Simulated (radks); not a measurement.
The hafnium ion Hf4+, [Xe] 4f14. Method: non-relativistic Kohn-Sham, exchange-only LDA, spin-polarised, spherical densities, point nucleus; computed with a radial shooting solver on a logarithmic mesh with Libxc functionals. Every spin shell is full or empty, so the densities are truly spherical. Functionals are evaluated on that one density, not self-consistently. Rank these exchange functionals by their error against the exact value of the orbitals, and give that value: LDA, B88, PBE, revPBE, WC, AM05, B86b, G96, revTPSS, r2SCAN.

Answer. Exact: -288.120 hartree. From best to worst, with 100 (|E| - |E exact|)/|E exact| (equal figures are ties): r2SCAN -0.03, revPBE -0.07, PBE -0.17, B86b +0.19, B88 +0.26, WC -0.47, G96 +0.64, revTPSS -0.74, AM05 -3.61, LDA -3.83.
